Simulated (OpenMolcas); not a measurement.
# B, Al, Ga, In, Tl: ns² np down the group

```yaml
Program: OpenMolcas
Method: SS-CASPT2, IPEA 0.25 Eh, imaginary shift 0.1 Eh
Basis: ANO-RCC-VTZP
Scalar_Hamiltonian: DKH2, point nucleus
Spin-orbit_coupling: RASSI with atomic mean-field integrals over the reference wave functions, term energies averaged over their components
```

Active space for each ion: 3 electrons in 4 orbitals (s p); closed shells correlated by CASPT2: B 1s; Al 2s 2p; Ga 3d; In 4d; Tl 5d.

Computed levels in cm-1 above ²P°_1/2:

```csv
Level,B,Al,Ga,In,Tl
²P°_3/2,14.5,103,803,2100,7200
weight of ²P° in the lowest level (%),100,100,100,100,100
```

Measured, with the error of the calculation in %. Measured levels: B, Al, Ga, In, Tl from NIST Handbook of Basic Atomic Spectroscopic Data.

```csv
Level,B,Al,Ga,In,Tl
²P°_3/2,15.3 (-4.8),112 (-7.9),826 (-2.8),2213 (-5.2),7793 (-7.6)
```

The fine-structure level ²P°_3/2 changes by a factor of 497 from B to Tl.

Some high roots are left out of the spin-orbit mixing, which shifts the levels that they would mix with (holds for Ga; In; Tl). Measured partners are found by configuration, term and J. A level has none where our copy of the source lacks it or the pairing is in doubt (some pairs that miss far off the trend of their configuration count as doubtful), and it then counts in no deviation. Levels of configurations outside the active space are missing.

° marks odd parity.
